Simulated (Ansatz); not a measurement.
BaO2⁻, 3 atoms. Hardware: 4 threads of Arm Neoverse V2 on a shared host.

In the def2 sets Ba takes a core potential; there is no spin–orbit coupling. Correlated methods freeze 2 core orbitals; core or outer-core shells of Ba are correlated, in sets that lack core-valence functions.

(1) How many basis functions does each of these Ansatz runs have, and roughly what does it cost? BLYP-D4/def2-TZVPD, charge -1 doublet, energy, from earlier orbitals; CCSD(T)/def2-TZVPPD, charge 0 singlet at the geometry of the charge -1 doublet, energy, from earlier orbitals; PBE-D4/def2-TZVPD, charge 0 singlet at the geometry of the charge -1 doublet, energy, from earlier orbitals; PBE-D4/def2-TZVPD, charge 0 triplet at the geometry of the charge -1 doublet, energy, from earlier orbitals; r2SCAN-D4/def2-TZVPD, charge -1 quartet, energy, from earlier orbitals; MP2/def2-TZVPD, charge -1 doublet, energy, from earlier orbitals; r2SCAN-D4/def2-TZVPD, charge -1 doublet, energy, from earlier orbitals; CCSD(T)/def2-TZVPPD, charge -1 quartet, energy, from earlier orbitals; PBE0-D4/def2-SVPD, charge -1 doublet, energy, from earlier orbitals; PBE-D4/def2-SVPD, charge -1 doublet, energy, from earlier orbitals; BLYP-D4/def2-TZVPD, charge -1 quartet, energy, from earlier orbitals; PBE0-D4/def2-TZVPD, charge 0 triplet at the geometry of the charge -1 doublet, energy.

Answers

(1) Other jobs shared the machine, so times can vary by a factor of up to 3. A dash marks memory too small to be measured apart from the calling script's.

```tsv
run	functions	fitting or Cholesky vectors	wall time	peak host memory (GiB)
PBE-D4/def2-TZVPD, charge 0 singlet at the geometry of the charge -1 doublet, energy, from earlier orbitals	120	655	0.75 s	–
MP2/def2-TZVPD, charge -1 doublet, energy, from earlier orbitals	120	741	0.85 s	–
PBE-D4/def2-SVPD, charge -1 doublet, energy, from earlier orbitals	79	654	1.1 s	–
PBE0-D4/def2-SVPD, charge -1 doublet, energy, from earlier orbitals	79	654	1.4 s	–
BLYP-D4/def2-TZVPD, charge -1 doublet, energy, from earlier orbitals	120	655	1.6 s	–
r2SCAN-D4/def2-TZVPD, charge -1 doublet, energy, from earlier orbitals	120	655	2.3 s	–
PBE-D4/def2-TZVPD, charge 0 triplet at the geometry of the charge -1 doublet, energy, from earlier orbitals	120	655	2.6 s	–
BLYP-D4/def2-TZVPD, charge -1 quartet, energy, from earlier orbitals	120	655	3 s	–
PBE0-D4/def2-TZVPD, charge 0 triplet at the geometry of the charge -1 doublet, energy	120	664	3.2 s	–
r2SCAN-D4/def2-TZVPD, charge -1 quartet, energy, from earlier orbitals	120	655	7.5 s	–
CCSD(T)/def2-TZVPPD, charge 0 singlet at the geometry of the charge -1 doublet, energy, from earlier orbitals	120	741	9 s	0.64
CCSD(T)/def2-TZVPPD, charge -1 quartet, energy, from earlier orbitals	120	741	11 s	0.94
```
